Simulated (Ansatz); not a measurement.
Reaction (ligand exchange at the Si–C bond): `[SiH3]C=C([SiH3])[SiH3]` + `C[O][Ga]([OH])[Br]` → `C[O][Ga]([Br])[O][SiH3]` + `C=C([SiH3])[SiH3]`

Gas-phase electronic energies from Ansatz, PBE0-D4/def2-TZVP geometries. CCSD(T)/CBS adds triple-zeta CCSD(T) − MP2 to the extrapolated MP2 energy (def2 sets, frozen cores). DFT in def2-TZVPP. B3LYP here is the variant with VWN-RPA as its local correlation; programs differ in this. For Br, Ga outer-core shells are correlated without core-valence functions, which leaves a few kJ/mol of doubt a bond. Scalar relativity is left out up to krypton. Each species was taken in one conformer, which may not be the lowest.

```
             level  ΔE (kJ/mol)  difference from CCSD(T)/CBS
            PBE-D4        -90.8                         19.6
         r2SCAN-D4       -106.7                          3.7
           PBE0-D4        -99.9                         10.5
          B3LYP-D4       -110.1                          0.3
           ωB97X-V       -110.7                         -0.3
           ωB97M-V       -109.2                          1.2
            B2PLYP       -115.6                         -5.2
               PBE        -93.6                         16.8
            r2SCAN       -107.4                          3.0
              PBE0       -102.4                          8.0
             B3LYP       -114.7                         -4.3
     HF/def2-TZVPP       -141.8                        -31.4
    MP2/def2-TZVPP       -113.0                         -2.6
SCS-MP2/def2-TZVPP       -118.4                         -8.0
   CCSD/def2-TZVPP       -117.0                         -6.6
CCSD(T)/def2-TZVPP       -112.2                         -1.8
     HF/def2-QZVPP       -143.4                        -33.0
    MP2/def2-QZVPP       -112.6                         -2.2
SCS-MP2/def2-QZVPP       -117.9                         -7.5
      HF/CBS(def2)       -143.7                        -33.3
     MP2/CBS(def2)       -111.2                         -0.8
    CCSD/CBS(def2)       -115.1                         -4.7
       CCSD(T)/CBS       -110.4                            0
```

Largest T1 diagnostic among the species: 0.013.

The D4 term adds +4.7 kJ/mol with B3LYP and +2.5 kJ/mol with PBE0; it sums over pairs of atoms, weighted by their polarisabilities, and B3LYP, whose exchange is more repulsive, gets the larger term. From PBE to PBE0 (25 % exact exchange), in def2-TZVPP and without D4, ΔE moves by −8.7 kJ/mol.
